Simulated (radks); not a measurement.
Effect of the nuclear size on neutral holmium, [Xe] 4f11 6s2. Calculated with a radial shooting solver on a logarithmic mesh with Libxc functionals: Dirac Kohn-Sham, exchange-only LDA, spin-unpolarised, spherical densities, finite nucleus; open shells are shared between the two j in proportion to 2j + 1; Fermi nuclear charge, rms radius 5.2022 fm. The rms radius is varied about that value; shifts are against it.

rms radius (fm) = 4.3646: total energy shift (eV) -8.51; density at nucleus (e/bohr^3) 8.425e+05; 1s1/2 shift (meV) -3490; 2s1/2 shift (meV) -462; 5s1/2 shift (meV) -3.52; 5p1/2 shift (meV) 0.372; 6s1/2 shift (meV) -0.129; 4f7/2 shift (meV) 0.623; 6p1/2 (empty) shift (meV) 0.107
rms radius (fm) = 4.7756: total energy shift (eV) -4.47; density at nucleus (e/bohr^3) 8.215e+05; 1s1/2 shift (meV) -1830; 2s1/2 shift (meV) -243; 5s1/2 shift (meV) -1.85; 5p1/2 shift (meV) 0.196; 6s1/2 shift (meV) -0.068; 4f7/2 shift (meV) 0.327; 6p1/2 (empty) shift (meV) 0.056
rms radius (fm) = 5.2022: total energy shift (eV) 0; density at nucleus (e/bohr^3) 8.021e+05; 1s1/2 shift (meV) 0.000; 2s1/2 shift (meV) 0.000; 5s1/2 shift (meV) 0.000; 5p1/2 shift (meV) 0.000; 6s1/2 shift (meV) 0.000; 4f7/2 shift (meV) 0.000; 6p1/2 (empty) shift (meV) 0.000
rms radius (fm) = 5.4363: total energy shift (eV) 2.57; density at nucleus (e/bohr^3) 7.923e+05; 1s1/2 shift (meV) 1050; 2s1/2 shift (meV) 139; 5s1/2 shift (meV) 1.06; 5p1/2 shift (meV) -0.112; 6s1/2 shift (meV) 0.039; 4f7/2 shift (meV) -0.188; 6p1/2 (empty) shift (meV) -0.032
rms radius (fm) = 5.8941: total energy shift (eV) 7.83; density at nucleus (e/bohr^3) 7.745e+05; 1s1/2 shift (meV) 3210; 2s1/2 shift (meV) 425; 5s1/2 shift (meV) 3.23; 5p1/2 shift (meV) -0.342; 6s1/2 shift (meV) 0.119; 4f7/2 shift (meV) -0.573; 6p1/2 (empty) shift (meV) -0.099

Slopes of the eigenvalues against <r^2> in GHz/fm^2, as finite differences over the two radii next to the reference (eigenvalue slopes, not the field-shift constants of lines): 1s1/2 104000, 2s1/2 13700, 5s1/2 104, 5p1/2 -11.0, 6s1/2 3.83, 4f7/2 -18.5, 6p1/2 (empty) -3.18.
